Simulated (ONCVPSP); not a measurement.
**Configuration tests for copper (ONCV)**

- Element: copper
- Generator: ONCVPSP 4.0.1
- Type: optimised norm-conserving Vanderbilt (ONCV)
- Functional: revPBE
- Relativity: fully relativistic
- Frozen core: [Ar]
- Valence charge: 11
- Reference configuration: 3d9 4s2
- Partial waves: 4s: rc 2.20 bohr, ncon 4, nbas 7, qcut 2.6 1/bohr, 2 projectors, debl 3.8 Ha; p scattering state at 0.02 Ha: rc 2.20 bohr, ncon 5, nbas 7, qcut 3.3 1/bohr, 1 projector; 3d: rc 1.55 bohr, ncon 4, nbas 9, qcut 11 1/bohr, 2 projectors, debl 3.4 Ha; f scattering state at 0.34 Ha: rc 1.95 bohr, ncon 3, nbas 6, qcut 5 1/bohr, 2 projectors, debl 3.5 Ha
- Local potential: polynomial inside 1.20 bohr (lpopt 5, dvloc0 0 Ha)
- Core correction: none

Open shells are filled in proportion to 2j + 1.

In the p channel the program set the typed energies aside and used 0.050 Ha (j = l + 1/2; the other j can differ).

Energies are relative to the spin-unpolarised reference configuration 3d9 4s2; without spin polarisation the order of configurations can differ from experiment.

Task: Give the all-electron excitation energy and the error of the potential for: 3d10 4s1; 3d10 4s0; 3d9 4s0; 3d10 4s0 4p1.

Result:

```csv
valence configuration,charge,ΔE all-electron (eV),error AE − PS (meV)
3d10 4s1,0,-1.992,-4.4
3d10 4s0,+1,6.024,+13
3d9 4s0,+2,27.230,+61
3d10 4s0 4p1,0,2.096,+21
```

Levels in the configuration 3d10 4s1:

| level | all-electron (eV) | pseudo (eV) |
| --- | --- | --- |
| 3d j=5/2 | -4.852 | -4.845 |
| 3d j=3/2 | -5.122 | -5.115 |
| 4s j=1/2 | -4.509 | -4.508 |

These tests converged, but a pseudo level misses the all-electron one widely, so the file describes the atom poorly there or has found another state: 3d10 4s0 4p1: empty 4s by 5.8 eV.

Note: no bound ghost flagged; GHOST(+) flagged for p1/2 at 42.8 eV, s at 70.0 eV.
